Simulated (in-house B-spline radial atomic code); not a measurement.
# Ionising Br4+ with different functionals

Computed with a radial B-spline atomic code at the basis-set limit: scalar-relativistic (spin-free X2C) Hamiltonian, Fermi nucleus of rms radius 4.1629 fm, spin-polarised at highest spin, spherical fractional occupations for the functionals, and exact exchange of hybrids averaged over the configuration. The ionisation energy is the difference of two self-consistent energies, [Ar] 3d10 4s2 4p1 → [Ar] 3d10 4s2, without Breit or QED terms; ε is the level of the shell that loses the electron (its least bound occupied spin orbital). There is no spin-orbit coupling in this Hamiltonian.

```json
{"method": "PBE0", "rung": "global hybrid", "ΔSCF (eV)": "59.13", "-ε(4p) (eV)": "54.60"}
{"method": "B3LYP", "rung": "global hybrid", "ΔSCF (eV)": "59.35", "-ε(4p) (eV)": "54.38"}
{"method": "TPSSh", "rung": "global hybrid", "ΔSCF (eV)": "59.05", "-ε(4p) (eV)": "53.65"}
{"method": "M06-2X", "rung": "global hybrid", "ΔSCF (eV)": "58.87", "-ε(4p) (eV)": "56.50"}
{"method": "BHandHLYP", "rung": "global hybrid", "ΔSCF (eV)": "59.20", "-ε(4p) (eV)": "56.14"}
{"method": "r2SCAN0", "rung": "global hybrid", "ΔSCF (eV)": "59.15", "-ε(4p) (eV)": "54.78"}
{"method": "B97-1", "rung": "global hybrid", "ΔSCF (eV)": "58.99", "-ε(4p) (eV)": "54.18"}
{"method": "HSE06", "rung": "range-separated hybrid", "ΔSCF (eV)": "59.19", "-ε(4p) (eV)": "54.17"}
{"method": "wB97X", "rung": "range-separated hybrid", "ΔSCF (eV)": "59.09", "-ε(4p) (eV)": "57.07"}
{"method": "CAM-B3LYP", "rung": "range-separated hybrid", "ΔSCF (eV)": "59.41", "-ε(4p) (eV)": "56.25"}
{"method": "LC-wPBE", "rung": "range-separated hybrid", "ΔSCF (eV)": "59.36", "-ε(4p) (eV)": "57.81"}
```

(1) Among the functionals, which spreads more, the ΔSCF values or the orbital energies?

(2) How do they compare with the NIST value?

Results:

(1) The orbital energies: ΔSCF values span about 0.54 eV and the orbital energies 4.16 eV; here energy differences depend much less on the functional than eigenvalues do.

(2) NIST lists 59.59 eV ± 0.025 (measured, ground level to ground level). Errors run from -0.73 to -0.19 eV; CAM-B3LYP is closest (-0.19 eV), but part of that can be cancellation, since the calculations leave out spin-orbit coupling, Breit-QED terms, multiplet and fine-structure energies.
